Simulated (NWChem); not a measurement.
# SiPH5O; SMILES O[SiH2]P

```xyz
8

Si    -0.5466     0.6123    -0.0019
O      0.6418     1.7836     0.0647
P      0.1230    -1.5586     0.0191
H     -1.3665     0.8355     1.2117
H     -1.3945     0.7521    -1.2219
H      1.2740     1.8023    -0.6674
H      1.1497    -1.3943     0.9923
H      1.0117    -1.4570    -1.0915
```
Atoms are numbered in this order, from 1.

All runs: NWChem. The geometry was optimised at B3LYP/6-31G* (spherical d). Total energies compare along this basis series because the functional is fixed.

| level | basis functions | energy (Ha) | highest occupied level (eV) | orbital gap (eV) | dipole (D) |
|---|---|---|---|---|---|
| Hartree-Fock/pcseg-1 | 75 | -707.4125 | -10.09 | 13.21 | 1.68 |
| Hartree-Fock/aug-pcseg-1 | 122 | -707.4241 | -10.05 | [?] | [?] |
| Hartree-Fock/pcseg-2 | 168 | -707.5417 | -10.05 | 12.47 | 1.61 |
| Hartree-Fock/STO-3G | 28 | -699.2724 | -7.05 | 17.32 | 1.23 |
| Hartree-Fock/def2-SVP | 75 | -707.2233 | -10.03 | 13.95 | 1.70 |

### Question
Some entries are withheld; supply them.

### Answer

- Hartree-Fock/aug-pcseg-1, orbital gap (eV): 10.76
- Hartree-Fock/aug-pcseg-1, dipole (D): 1.56
